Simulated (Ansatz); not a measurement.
`B[SiH2]O` + H₂Te → `B[TeH]` + `O[SiH3]` at 600 K and 1 bar (cleavage of the B–Si bond).

Computed with Ansatz on PBE0-D4/def2-TZVP structures; ΔE is electronic, products minus reactants. CCSD(T)/CBS is the MP2 limit (def2-TZVPP, def2-QZVPP) plus CCSD(T) − MP2 in def2-TZVPP, frozen cores. def2 core potentials past Kr. For Te outer-core shells are correlated without core-valence functions, which leaves a few kJ/mol of doubt a bond. One conformer a species, not always the lowest.

```tsv
species	CCSD(T)/CBS energy (Eh)	H − E (kJ/mol)	S (J/(mol·K))
`B[SiH2]O`	-392.05150	181.6	373.2
H₂Te	-268.91024	52.9	255.0
`B[TeH]`	-294.31292	103.0	312.8
`O[SiH3]`	-366.69042	135.7	307.9
```

H − E and S are ideal-gas, rigid-rotor, harmonic terms from PBE0-D4/def2-TZVP, for one conformer and one mirror image of each species. 1 Eh = 2625.50 kJ/mol, R = 8.31446 J/(mol·K).

Q: By hand: ΔE, ΔH, ΔS and ΔG.

A: ΔE = (-294.31292) + (-366.69042) − (-392.05150) − (-268.91024) = -0.04160 Eh = -109.2 kJ/mol. Δ(H − E) = 103.0 + 135.7 − 181.6 − 52.9 = 4.2, so ΔH = -105.0 kJ/mol. ΔS = 312.8 + 307.9 − 373.2 − 255.0 = -7.5 J/(mol·K). ΔG = -105.0 − 600 × (-7.5)/1000 = -100.5 kJ/mol.

Q: By hand: the equilibrium constant, and the temperature at which ΔG would vanish if ΔH and ΔS stayed fixed.

A: log₁₀ K = −ΔG/(RT ln 10) = 8.7. ΔG = 0 at ΔH/ΔS = 14000 K, far beyond where these terms or the molecules hold.

The number of gas molecules stays the same, so ΔS is small and ΔH decides. A doubt of 5 kJ/mol in ΔE shifts log₁₀ K by 0.4 here. Other conformers and mirror images would add mixing entropy, several J/(mol·K) or more a flexible species. These are equilibria of isolated gas molecules and say nothing of rates. Largest T1 diagnostic: 0.015 (customary marks: 0.02 for closed shells, 0.045 for open ones).
